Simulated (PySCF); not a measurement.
H₂Sn, SMILES [SnH2+], charge +1, multiplicity 2. Coordinates come from a PBE-D3(BJ)/def2-TZVPD optimisation. The def2 effective core potentials stand for the cores of Sn; spin–orbit coupling is left out.

Level of theory: PBE-D3(BJ)/def2-TZVPD in PySCF.

Harmonic wavenumbers (cm⁻¹): 649, 1669, 1766. Rotational constants (GHz): 332.7, 109.2, 82.23; symmetry number 2.

Problem. Work out the zero-point energy and the ideal-gas rigid-rotor harmonic-oscillator thermochemistry at 298.15 K and 1 atm.

Solution. ZPE = ½ Σ hcν = ½ × 4084 cm⁻¹ = 5.84 kcal/mol. H − E(el) = 8.30 kcal/mol. Entropy in cal/(mol K): translation 40.28, rotation 13.96, vibration 0.38, spin 1.38, total 56.00. G − E(el) = -8.40 kcal/mol. Cp = 8.95 cal/(mol K).
